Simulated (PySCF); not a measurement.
# Hg⁶⁶⁺ (mercury, charge +66): Hartree-Fock from Schrödinger to Dirac-Coulomb-Breit

Occupied: 1s1/2, 2s1/2, 2p1/2, 2p3/2, 3s1/2, 3p1/2. Hartree-Fock calculated with PySCF 2.14 in an even-tempered Gaussian basis (16 s from 10 bohr⁻², ratio 2.7; 14 p from 12 bohr⁻², ratio 2.7), Gaussian nucleus throughout. NR is non-relativistic, sf-X2C the spin-free one-electron X2C Hamiltonian, X2C adds the bare one-electron spin-orbit term, X2C-SNSO screens it by Boettger's factors, DC is four-component Dirac-Coulomb, and the Gaunt and Breit terms are added at first order (total energies over the DC spinors, levels after relaxing the spinors in that mean field). QED terms are absent. Levels marked empty are virtual spinors of this ion; the basis has s and p functions only, so 3d, which can lie below the n = 4 levels, is absent.

```tsv
level (eV)	X2C	X2C-SNSO
1s1/2	-89234.4	-89236.7
2s1/2	-20380.6	-20381.4
2p1/2	-19866.1	-19821.0
2p3/2	-17788.0	-17801.9
3s1/2	-8198.8	-8199.1
3p1/2	-8023.1	-8011.4
3p3/2 (empty)	-7342.0	-7345.8
4s1/2 (empty)	-4275.0	-4275.1
```

**Question.** Where do the four-component calculations put these levels?

**Answer.** 1s1/2: DC -89347.2, DC+Gaunt -89027.9, DC+Breit -89049.6; 2s1/2: DC -20398.0, DC+Gaunt -20361.8, DC+Breit -20364.7; 2p1/2: DC -19833.1, DC+Gaunt -19771.8, DC+Breit -19777.7; 2p3/2: DC -17813.2, DC+Gaunt -17774.4, DC+Breit -17780.1; 3s1/2: DC -8203.1, DC+Gaunt -8193.9, DC+Breit -8195.0; 3p1/2: DC -8014.6, DC+Gaunt -7998.8, DC+Breit -8000.8; 3p3/2 (empty): DC -7348.2, DC+Gaunt -7338.5, DC+Breit -7340.5; 4s1/2 (empty): DC -4276.5, DC+Gaunt -4273.1, DC+Breit -4273.6 (eV).

```json
{"Hamiltonian": "X2C", "E (hartree)": "-14400.1478", "E − E(DC) (hartree)": "5.4495", "CPU seconds": "0.22"}
{"Hamiltonian": "X2C-SNSO", "E (hartree)": "-14397.8363", "E − E(DC) (hartree)": "7.7611", "CPU seconds": "0.38"}
{"Hamiltonian": "DC", "E (hartree)": "-14405.5973", "E − E(DC) (hartree)": "0.0000", "CPU seconds": "14"}
{"Hamiltonian": "DC+Gaunt", "E (hartree)": "-14385.3273", "E − E(DC) (hartree)": "20.2700", "CPU seconds": "21"}
{"Hamiltonian": "DC+Breit", "E (hartree)": "-14387.1379", "E − E(DC) (hartree)": "18.4594", "CPU seconds": "65"}
```

Weight of the small component: 1s1/2 0.0926, 2s1/2 0.0218, 2p1/2 0.0217, 2p3/2 0.0194, 3s1/2 0.00845, 3p1/2 0.00838, 3p3/2 0.00769, 4s1/2 0.00400.

Koopmans' value for the highest occupied level at DC+Breit: 8000.8 eV, against an ionisation energy of 8010 ± 40 eV (theoretical estimate listed by NIST; NIST Atomic Spectra Database, ionization energies); the former lacks relaxation, correlation, QED and recoil.

The whole ladder took 100 s of wall time on 1 thread of Intel(R) Xeon(R) Platinum 8375C CPU @ 2.90GHz (shared host), launched as `OMP_NUM_THREADS=1 python relrun2.py TASK.json OUT` (a driver that calls PySCF for each Hamiltonian).
